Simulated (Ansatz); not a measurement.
Reaction (cleavage of the Si–Si bond): `CO[SiH]([SiH3])S` + `OBS` → `[SiH3]OBS` + `CO[SiH2]S`

Program: Ansatz. Geometries: PBE0-D4/def2-TZVP. ΔE: electronic, gas phase. CCSD(T)/CBS adds triple-zeta CCSD(T) − MP2 to the extrapolated MP2 energy (def2 sets, frozen cores). This one scheme is used for every species. DFT in def2-TZVPP. One conformer a species, not always the lowest.

Q: Is it downhill or uphill in electronic energy at CCSD(T)/CBS, and by how much? (Best estimate.)

A: Ansatz gave: Downhill: ΔE = -75.9 kJ/mol.

Q: What do these levels give: PBE0-D4, CAM-B3LYP-D4, PBE0, r2SCANh, r2SCAN0, RPA@PBE/def2-TZVPP, HF/def2-SVP, CCSD/def2-SVP, CCSD(T)/def2-SVP, CCSD(T)/def2-TZVPP, HF/def2-QZVPP, HF/CBS(def2)? (Best estimate.)

A: Computed: PBE0-D4 -56.7, CAM-B3LYP-D4 -81.0, PBE0 -58.8, r2SCANh -69.7, r2SCAN0 -72.2, RPA@PBE/def2-TZVPP -77.4, HF/def2-SVP -87.1, CCSD/def2-SVP -67.1, CCSD(T)/def2-SVP -64.3, CCSD(T)/def2-TZVPP -75.4, HF/def2-QZVPP -106.8, HF/CBS(def2) -107.1 kJ/mol.

Largest T1 diagnostic among the species: 0.013.

The D4 term adds +3.5 kJ/mol with B3LYP and +2.2 kJ/mol with PBE0; it sums over pairs of atoms, weighted by their polarisabilities, and B3LYP, whose exchange is more repulsive, gets the larger term. From r2SCAN to r2SCAN0 (25 % exact exchange), in def2-TZVPP and without D4, ΔE moves by −4.2 kJ/mol. At CCSD(T), def2-SVP lies +11.6 kJ/mol from the extrapolated value and def2-TZVPP +0.5 kJ/mol.

B3LYP here is the variant with VWN-RPA as its local correlation; programs differ in this.
